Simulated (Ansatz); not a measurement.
Ansatz (a quantum-chemistry and plane-wave program) input (CCSD(T)/def2-TZVPP):

Ansatz 0.2 input:
```yaml
crystal:
  periodic: [false, false, false]
  atoms:
    - {symbol: F, position_ang: [-1.92353253, 1.39223542, -0.23580953]}
    - {symbol: Ge, position_ang: [-1.12960393, 0.01861049, 0.49051465]}
    - {symbol: F, position_ang: [-1.96999737, -1.32497077, -0.23972035]}
    - {symbol: I, position_ang: [1.34319047, -0.02265882, -0.21540943]}
basis:
  gaussian:
    orbitals: def2-TZVPP
magnetization: {spin_polarized: true, initial_magnetization: 1}
correlation: {method: ccsd_t, electrons: outside_noble_gas}
```

End of the output:

```
1219 factors; integrals over basis functions are off by at most 9.2e-4 eV
1.14 GiB of device memory are held for the factors and their scratch space
mean field: 1.05 GiB planned
mean field evaluation 1: about -69959.6355 eV, gradient 2.9e1 eV
mean field evaluation 2: about -69959.6424 eV, gradient 2.9e1 eV
mean field evaluation 4: about -69962.8495 eV, gradient 2.4e0 eV
mean field evaluation 8: about -69962.9628 eV, gradient 2.2e-1 eV
mean field evaluation 16: about -69961.4776 eV, gradient 2.3e1 eV
mean field evaluation 32: about -69960.6933 eV, gradient 2.6e-2 eV
mean field evaluation 64: about -69960.6337 eV, gradient 2.2e0 eV
mean field -69962.96407605 eV, -2571.0915071946 hartree, gradient 3.0e-6 eV, S^2 0.775838; 2 other end points of the search recorded, 0 dependent functions left out
determinant -69962.96407605 eV, -2571.0915071946 hartree, with singles and doubles -69983.17716083 eV, -2571.8343243594 hartree
determinant -69960.69335519 eV, -2571.0080597420 hartree, with singles and doubles -69980.95187318 eV, -2571.7525465466 hartree
determinant -69960.55329065 eV, -2571.0029124651 hartree, with singles and doubles -69980.88022425 eV, -2571.7499134968 hartree
25 core orbitals not correlated
reference -69962.96407605 eV, -2571.0915071946 hartree; 13, 12 occupied and 122, 123 virtual orbitals, 1219 factors
second order -19.84690091 eV of doubles, -0.00000000 eV of singles
coupled cluster: 6.67 GiB planned
cycle   1  -20.20798960 eV  change    -1.9e0 eV  update   2.3e-2
cycle   2  -20.24649580 eV  change   -3.9e-2 eV  update   5.4e-3
cycle   3  -20.24711466 eV  change   -6.2e-4 eV  update   3.0e-3
cycle   4  -20.24731957 eV  change   -2.0e-4 eV  update   1.5e-3
cycle   5  -20.24773135 eV  change   -4.1e-4 eV  update   8.8e-4
cycle   6  -20.24839875 eV  change   -6.7e-4 eV  update   4.6e-4
cycle   7  -20.24842197 eV  change   -2.3e-5 eV  update   2.1e-4
cycle   8  -20.24830328 eV  change    1.2e-4 eV  update   1.1e-4
cycle   9  -20.24826213 eV  change    4.1e-5 eV  update   5.6e-5
cycle  10  -20.24824603 eV  change    1.6e-5 eV  update   2.7e-5
perturbative correction -0.71221691 eV, -0.0261734886 hartree
Total energy: -69983.92453898 eV, -2571.8617899998 hartree
```

It need not be the lowest isomer of its formula.
